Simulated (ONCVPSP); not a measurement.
**Ranking ONCV potentials for bismuth (Bi)**

All share these settings but for the change named:

* Element: bismuth (Bi)
* Generator: ONCVPSP 4.0.1
* Type: optimised norm-conserving Vanderbilt (ONCV)
* Functional: PBE
* Relativity: fully relativistic
* Frozen core: [Kr] 4d10 4f14
* Valence charge: 23
* Reference configuration: 5s2 5p6 5d10 6s1.5 6p3.5
* Partial waves: 5s+6s: rc 1.30 bohr, ncon 4, nbas 8, qcut 11.5 1/bohr, 2 projectors; 5p+6p: rc 1.35 bohr, ncon 4, nbas 8, qcut 10.6 1/bohr, 2 projectors; 5d: rc 1.85 bohr, ncon 3, nbas 7, qcut 9.8 1/bohr, 1 projector
* Local potential: polynomial inside 1.15 bohr (lpopt 5, dvloc0 3 Ha)
* Core correction: polynomial model core, fcfact 0.5

Open shells are filled in proportion to 2j + 1.

Test errors are all-electron minus pseudo excitation energies from the reference, over 5s2 5p6 5d10 6s2 6p3; 5s2 5p6 5d10 6s2 6p2; 5s2 5p6 5d10 6s2 6p1; 5s2 5p6 5d9 6s2 6p4. None of these files shows a bound ghost.

The base gives 3.1 meV.

Of 10 variants that were run, those that failed, showed a ghost or another fault, or gave nearly equal values are left out.

**Question.** Rank these variants by their largest absolute test error, smallest first.
A. all radii but the core radius scaled by about 1.09 (s 1.42, p 1.48, d 2.02 bohr); local potential polynomial inside 1.26 bohr (lpopt 5, dvloc0 3 Ha)
B. local potential polynomial inside 1.15 bohr (lpopt 5, dvloc0 0.5 Ha)
C. s: qcut 7.8; p: qcut 7.2; d: qcut 6.7
D. scalar-relativistic; d: rc 1.3, qcut 13.9

**Answer.** B (0.9 meV), D (9.0 meV), A (12.2 meV), C (34.0 meV).
